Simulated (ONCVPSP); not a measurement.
# carbon (C): variants of one ONCV potential

Base potential:

* Element: carbon
* Generator: ONCVPSP 4.0.1
* Type: optimised norm-conserving Vanderbilt (ONCV)
* Functional: PW91
* Relativity: scalar-relativistic
* Frozen core: [He]
* Valence charge: 4
* Reference configuration: 2s2 2p2
* Partial waves: 2s: rc 1.00 bohr, ncon 4, nbas 7, qcut 5.9 1/bohr, local; 2p: rc 2.90 bohr, ncon 4, nbas 8, qcut 5.2 1/bohr, 1 projector; d scattering state at 0.09 Ha: rc 2.65 bohr, ncon 5, nbas 9, qcut 3.8 1/bohr, 2 projectors, debl 1.3 Ha
* Local potential: the s channel
* Core correction: Teter function, fcfact 5.25, rcfact 1.15

Cutoffs, loose and tight: the cutoffs (Ha) at which the residual kinetic energy of the hardest occupied pseudo-wave falls to 1 and 0.1 mHa per electron. They do not see the model core or the augmentation charge, which bear on the density cutoff. Test errors are all-electron minus pseudo excitation energies from the reference, over the configurations 2s2 2p1; 2s2 2p0; 2s1 2p0; 2s1 2p2. A dash means not determined; rows that change the core or the reference have their own tests.

```csv
change,outcome,"cutoff, loose","cutoff, tight",bound ghosts,GHOST(+) flags above zero,largest test error (meV)
base,generated,20 Ha,83 Ha,none,none,+1995
"core correction Teter function, fcfact 5.25, rcfact 1",generated,20 Ha,83 Ha,none,none,+1986
"core correction Teter function, fcfact 5.25, rcfact 1.16",generated,20 Ha,83 Ha,none,none,+1995
"core correction Teter function, fcfact 5.25, rcfact 1.28",generated,20 Ha,83 Ha,none,none,+1992
"core correction Teter function, fcfact 5.25, rcfact 1.48",generated,20 Ha,83 Ha,none,none,+1986
"core correction Teter function, fcfact 5.25, rcfact 1.64",generated,20 Ha,83 Ha,none,none,+1951
"core correction Teter function, fcfact 5.25, rcfact 1.82",generated,20 Ha,83 Ha,none,none,+1869
"core correction Teter function, fcfact 5.25, rcfact 2.02",generated,20 Ha,83 Ha,none,none,+1717
```

Reading the sweep of the rcfact (base included, trends over the rows without a ghost): The loose cutoff stays near 20 Ha. The median size of the test errors (rows with all tests solved) stays near 581.0 meV.
